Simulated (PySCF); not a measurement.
BiF₃. Atoms are numbered in the order given.

```xyz
4

Bi     0.0000     0.0000     0.2555
F      1.5064     0.8697    -0.7855
F      0.0000    -1.7395    -0.7855
F     -1.5064     0.8697    -0.7855
```
Charge 0, spin multiplicity 1.

Geometry optimised at B3LYP-D3(BJ)/def2-SVP. The isomer is the one that the SMILES or the coordinates give; other isomers of the formula were not compared. The def2 effective core potentials stand for the cores of Bi; spin–orbit coupling is left out.

Computed with ωB97X/def2-TZVPD in PySCF.

Mulliken values depend strongly on the basis, most of all with diffuse functions as here. ESP charges are fitted to the potential on shells at 1.4 to 2.0 van der Waals radii. Atomic charges (e):

| atom | ESP fit | Mulliken |
|---|---|---|
| Bi1 | … | 1.75 |
| F2 | … | -0.58 |
| F3 | … | -0.58 |
| F4 | … | -0.58 |

What belongs in the gaps? (Estimate from the structure and the level; the computed values follow.)


- Bi1, ESP fit: 1.08
- F2, ESP fit: -0.36
- F3, ESP fit: -0.36
- F4, ESP fit: -0.36
